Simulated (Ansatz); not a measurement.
`C[SiH](F)CO` and `C[SiH](F)CS` differ in one element.

Ansatz, PBE0-D4/def2-TZVP geometries, multiplicity 1. Each molecule was computed in one conformer, which needn't be the lowest.

```
                                          property  `C[SiH](F)CO`
                 LUMO energy (PBE/def2-TZVPP) / eV          -0.45
                HOMO energy (PBE0/def2-TZVPP) / eV          -7.53
  size of the dipole moment (B3LYP/def2-TZVPP) / D           2.12
    size of the dipole moment (PBE/def2-TZVPP) / D           2.00
size of the dipole moment (ωB97M-V/def2-TZVPP) / D           2.14
             HOMO–LUMO gap (B3LYP/def2-TZVPP) / eV           7.51
```

Q: Give the same properties after the change, and the shifts. (An estimate is asked.)

A: Computed: 
```tsv
property	`C[SiH](F)CS`	shift
LUMO energy (PBE/def2-TZVPP) / eV	-0.53	-0.08
HOMO energy (PBE0/def2-TZVPP) / eV	-6.85	0.68
size of the dipole moment (B3LYP/def2-TZVPP) / D	1.65	-0.47
size of the dipole moment (PBE/def2-TZVPP) / D	1.56	-0.44
size of the dipole moment (ωB97M-V/def2-TZVPP) / D	1.62	-0.52
HOMO–LUMO gap (B3LYP/def2-TZVPP) / eV	6.79	-0.72
```

Dipoles are sizes alone; their direction can turn.

B3LYP here is the variant with VWN-RPA as its local correlation; programs differ in this.
